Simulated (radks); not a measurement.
Values are calculated unless marked as measured or tabulated.
All-electron atom: the nickel ion Ni21+ in [He] 2s2 2p3. Level of theory: scalar-relativistic Kohn-Sham, PBEsol, spin-polarised, spherical densities, finite nucleus; open shells are filled with parallel spins first; Fermi nuclear charge, rms radius 3.7757 fm (a radial shooting solver on a logarithmic mesh with Libxc functionals).

Normalised radial functions P(r) = r R(r), r in bohr:

r,2s up,2p down
0.004274,0.3812,0.0136
0.004781,0.4191,0.0167
0.005348,0.4600,0.0206
0.005981,0.5038,0.0254
0.006637,0.5470,0.0307
0.007423,0.5963,0.0378
0.008303,0.6481,0.0464
0.009213,0.6982,0.0562
0.01031,0.7536,0.0689
0.01153,0.8100,0.0843
0.01279,0.8624,0.1015
0.01431,0.9177,0.1239
0.016,0.9702,0.1508
0.01775,1.0150,0.1806
0.01986,1.0567,0.2187
0.02221,1.0891,0.2640
0.02465,1.1082,0.3135
0.02757,1.1138,0.3757
0.03083,1.1001,0.4483
0.03421,1.0667,0.5258
0.03827,1.0046,0.6211
0.0428,0.9118,0.7291
0.0475,0.7950,0.8410
0.05312,0.6340,0.9735
0.05942,0.4350,1.1175
0.06646,0.1985,1.2707
0.07375,-0.0521,1.4184
0.08249,-0.3502,1.5791
0.09226,-0.6692,1.7357
0.1024,-0.9735,1.8711
0.1145,-1.2959,1.9986
0.1281,-1.5956,2.0984
0.1421,-1.8370,2.1586
0.159,-2.0396,2.1805
0.1778,-2.1667,2.1513
0.1973,-2.2071,2.0753
0.2207,-2.1622,1.9413
0.2468,-2.0292,1.7582
0.2739,-1.8375,1.5530
0.3063,-1.5767,1.3076
0.3426,-1.2850,1.0533
0.3802,-1.0108,0.8245
0.4252,-0.7361,0.6008
0.4756,-0.5014,0.4119
0.5278,-0.3286,0.2729
0.5903,-0.1927,0.1627
0.6603,-0.1032,0.0890
0.7385,-0.0499,0.0443
0.8195,-0.0230,0.0210
0.9166,-0.0089,0.0084
1.025,-0.0030,0.0030
1.138,-0.0009,0.0010
1.272,-0.0002,0.0003
1.423,0.0000,0.0001
1.579,0.0000,0.0000
1.766,0.0000,0.0000

2s up: eigenvalue -1941.8 eV, 1 radial node at r = 0.0722 bohr, <r> = 0.231 bohr, 90 % of the charge inside 0.354 bohr. 2p down (empty): eigenvalue -1801.9 eV, 0 radial nodes, <r> = 0.201 bohr, 90 % of the charge inside 0.326 bohr.
